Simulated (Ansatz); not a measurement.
`[OH][Al]([F])[SiH3]` + CH₃OH → `C[O][Al]([OH])[SiH3]` + H–F  (ligand exchange at the Al–F bond)

Program: Ansatz. Geometries: PBE0-D4/def2-TZVP. ΔE: electronic, gas phase. CBS: MP2 limit from def2 TZ/QZ plus the TZ coupled-cluster correction, frozen cores. This one scheme is used for every species. DFT in def2-TZVPP. Each species was taken in one conformer, which may not be the lowest.

| level | ΔE (kcal/mol) |
| --- | --- |
| PBE-D4 | 12.6 |
| LC-ωPBE | 13.9 |
| CCSD(T)/def2-SVP | 13.3 |
| SCS-MP2/def2-TZVPP | 12.7 |
| CCSD/def2-TZVPP | 12.8 |
| HF/def2-QZVPP | 15.2 |
| MP2/def2-QZVPP | 12.2 |
| SCS-MP2/def2-QZVPP | 13.0 |

Problem. What does CCSD(T)/CBS give? (Best estimate.)

Solution. The calculation gave: +12.5 kcal/mol. The listed levels differ from it by 0.1, 1.4, 0.8, 0.2, 0.3, 2.7, -0.3, 0.5 kcal/mol.

Largest T1 diagnostic among the species: 0.013.

Leaving LDA and LC-ωPBE aside and taking each functional with its dispersion term where it has one, the values, not all of them listed here, spread over 1.8 kcal/mol, from revPBE-D4 to B97M-V. LDA lies −2.0 kcal/mol from PBE without D4. The D4 term adds −1.7 kcal/mol with B3LYP and −1.0 kcal/mol with PBE0; it sums over pairs of atoms, weighted by their polarisabilities, and B3LYP, whose exchange is more repulsive, gets the larger term.

B3LYP here is the variant with VWN-RPA as its local correlation; programs differ in this.
